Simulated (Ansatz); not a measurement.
`OB(F)[NH][AlH2]` and `O[B](F)[GeH3]` differ in one atom or group.

Ansatz, PBE0-D4/def2-TZVP geometries, multiplicity 1. Each molecule was computed in one conformer, which needn't be the lowest.

Scalar relativity is left out up to krypton.

| property | `OB(F)[NH][AlH2]` |
| --- | --- |
| HOMO–LUMO gap (ωB97M-V/def2-TZVPP) / eV | 11.17 |
| HOMO–LUMO gap (PBE/def2-TZVPP) / eV | 5.06 |
| HOMO energy (ωB97M-V/def2-TZVPP) / eV | -10.66 |
| ideal-gas entropy at 298 K and 1 bar (rigid rotor, harmonic PBE0-D4/def2-TZVP) / J/(mol·K) | 334 |
| HOMO energy (PBE/def2-TZVPP) / eV | -6.92 |
| LUMO energy (PBE/def2-TZVPP) / eV | -1.85 |

Problem. Give the same properties after the change, and the shifts. (Best estimate.)

Solution. The calculation gave: 
```tsv
property	`O[B](F)[GeH3]`	shift
HOMO–LUMO gap (ωB97M-V/def2-TZVPP) / eV	12.13	0.96
HOMO–LUMO gap (PBE/def2-TZVPP) / eV	5.73	0.67
HOMO energy (ωB97M-V/def2-TZVPP) / eV	-10.67	-0.01
ideal-gas entropy at 298 K and 1 bar (rigid rotor, harmonic PBE0-D4/def2-TZVP) / J/(mol·K)	329	-5
HOMO energy (PBE/def2-TZVPP) / eV	-7.17	-0.25
LUMO energy (PBE/def2-TZVPP) / eV	-1.44	0.41
```

With PBE0 the HOMO falls by 0.18 eV and the LUMO rises by 0.57 eV, so the gap widens by about 0.75 eV. PBE moves the HOMO by -0.25 eV and ωB97M-V by -0.01 eV. The zero-point energy changes by -20.2 kJ/mol with -3 modes.
